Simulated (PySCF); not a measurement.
Geometries of 2 isomers of C3H5Cl3O2Si, from PBE0-D3(BJ)/def2-SVP geometry optimisation, gas phase in PySCF 2.14.0. One conformer each, no zero-point energy, no frequencies.

Problem. Which is lower in electronic energy at this level?
A.
```xyz
14
angstrom
C     -2.693   -0.298   -0.041
C     -1.433    0.502   -0.035
O     -1.357    1.708   -0.062
O     -0.321   -0.244    0.005
Si     1.113    0.694    0.008
C      2.463   -0.658    0.052
Cl     2.309   -1.639    1.524
Cl     4.026    0.209    0.058
Cl     2.349   -1.690   -1.389
H     -2.745   -0.904    0.875
H     -3.560    0.369   -0.104
H     -2.682   -0.996   -0.890
H      1.280    1.444   -1.257
H      1.245    1.491    1.247
```
B.
```xyz
14
angstrom
O      0.586   -1.890    0.182
C      0.121   -0.805   -0.052
C     -1.373   -0.571   -0.120
C     -1.899    0.794    0.297
Cl    -1.270    1.220    1.908
Cl    -3.680    0.690    0.385
Cl    -1.471    2.059   -0.869
O      0.869    0.260   -0.304
Si     2.581    0.084   -0.212
H     -1.839   -1.330    0.523
H     -1.707   -0.766   -1.152
H      3.066    1.458   -0.500
H      3.045   -0.871   -1.250
H      2.966   -0.346    1.156
```

Solution. A. That is `CC(=O)O[SiH2]C(Cl)(Cl)Cl`, 8.7 kcal/mol below the other.

```json
{"SMILES": "CC(=O)O[SiH2]C(Cl)(Cl)Cl", "atoms numbered as above": "[CH3:1][C:2](=[O:3])[O:4][SiH2:5][C:6]([Cl:7])([Cl:8])[Cl:9]", "E (Eh)": "-1936.33540", "relative (kcal/mol)": "0.0", "relative (kJ/mol)": "0.0", "dipole (D)": "1.74"}
{"SMILES": "O=C(CC(Cl)(Cl)Cl)O[SiH3]", "atoms numbered as above": "[O:1]=[C:2]([CH2:3][C:4]([Cl:5])([Cl:6])[Cl:7])[O:8][SiH3:9]", "E (Eh)": "-1936.32152", "relative (kcal/mol)": "8.7", "relative (kJ/mol)": "36.4", "dipole (D)": "1.03"}
```

As drawn, the lower has an Si–C bond, which the higher lacks.
